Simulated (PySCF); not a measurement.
Computed data sheet: `CC(C)(Cl)CC(=O)O`

Compound: C5H9ClO2.
Z-matrix (Å and degrees, PBE0-D3(BJ)/def2-SVP geometry), rows numbered from 1:
```
C 
C   1  1.5185
C   2  1.5188  1  112.23
Cl  2  1.8306  1  107.19  3   117.44
C   2  1.5279  1  112.57  3  -127.91
C   5  1.5066  2  115.77  1    65.87
O   6  1.2044  5  126.92  2    -7.17
O   6  1.3383  5  110.81  2   173.33
H   1  1.0996  2  110.85  3  -176.56
H   1  1.0990  2  110.27  3   -56.73
H   1  1.0996  2  109.28  3    63.18
H   3  1.0997  2  110.93  1   177.56
H   3  1.0990  2  110.30  1    57.67
H   3  1.0998  2  109.38  1   -62.03
H   5  1.1011  2  110.21  1  -171.33
H   5  1.1028  2  109.89  1   -55.74
H   8  0.9700  6  106.48  5   178.92
```

Structural features include: carboxylic acid and C–Cl bond.

**PBE0-D3(BJ)/def2-SVP geometry optimisation, gas phase (PySCF)**

* Rotational constants A, B, C: 3.029, 1.004, 0.905 GHz

CAM-B3LYP/def2-SVPD ground state and vertical TDDFT (core frozen in the response) (PySCF):

- Dipole moment: 1.72 D
- HOMO energy: -9.87 eV
- LUMO energy: 0.82 eV
- HOMO–LUMO gap: 10.69 eV
- Lowest singlet excitation: 5.91 eV (210 nm, f = 0.000)
- Static isotropic polarisability: 81.5 au
- Electronic spatial extent ⟨r²⟩ about the centre of nuclear charge: 1311 bohr²

Monoisotopic mass (most abundant isotopes): 136.0291 u.

In atomic units the dipole is 0.68 e·bohr (1 au = 2.5417 D). The rotational constants make it an asymmetric top with κ = (2B − A − C)/(A − C) = -0.91, nearer the prolate limit (−1). The polarisability is 12.08 Å³ as a volume (1 au = 0.148185 Å³), or 1.13 au for each of the 72 electrons. S1 lies 4.78 eV below the HOMO–LUMO gap; its leading configuration is HOMO−2→LUMO, weight 0.26, beside HOMO→LUMO, weight 0.24. With B = h/(8π²I), that is 505.379 GHz u Å² over I, the principal moments of inertia are 166.8, 503.4 and 558.7 u Å² (most abundant isotopes). The principal polarisabilities are 70.6, 80.5 and 93.5 au; their mean is the isotropic value.

For the TDDFT job (CAM-B3LYP/def2-SVPD), hardware: one thread, Intel Xeon 6975P-C (x86_64), on a shared host. Cost: 44 s, 1.2 GiB resident at most.

One conformer stands for the species.
